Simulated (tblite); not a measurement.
Isomers of C5H10O2Si. Computed values, GFN2-xTB/tblite, gas phase, harmonic and unscaled. Against measured fundamentals such values can be off by several per cent, at times by over 20. Modes of hydrogen on silicon can be 10 to 20 % off. One conformer each.

Electronic energies: GFN2-xTB at the same geometries; isomer energies are rough at this level and their order can be wrong.

```
               SMILES  electronic energy, lowest = 0 (kcal/mol)
 O=C[C@H]1COCC[SiH2]1                                      37.3
C=C[C@@H]1CC[Si]1(O)O                                       0.0
 C=C1O[SiH2]CC[C@H]1O                                       2.7
```

**Question.** How do GFN2-xTB zero-point energies change the relative energies?

**Answer.** 
```csv
SMILES,ZPE (kcal/mol),of it from modes above 1550 cm⁻¹,electronic (kcal/mol),"with ZPE, lowest = 0 (kcal/mol)",lowest mode (cm⁻¹),rings
C=C[C@@H]1CC[Si]1(O)O,88.9,47.6,0.0,0.0,34,1
C=C1O[SiH2]CC[C@H]1O,88.0,44.3,2.7,1.8,77,1
O=C[C@H]1COCC[SiH2]1,87.2,42.4,37.3,35.7,71,1
```

The zero-point energies span 1.7 kcal/mol, from `O=C[C@H]1COCC[SiH2]1` to `C=C[C@@H]1CC[Si]1(O)O`. The order is unchanged.

**Question.** What do entropy and thermal enthalpy add at 298.15 K and 1 bar (rigid rotor, harmonic oscillator, one conformer each)?

**Answer.** 
```tsv
SMILES	point group	symmetry number	S (cal/(mol K))	H − H(0) (kcal/mol)	ZPE + H − H(0) − TS (kcal/mol)
C=C[C@@H]1CC[Si]1(O)O	C1	1	100.4	7.12	66.1
C=C1O[SiH2]CC[C@H]1O	C1	1	90.1	6.10	67.2
O=C[C@H]1COCC[SiH2]1	C1	1	91.7	6.16	66.1
```
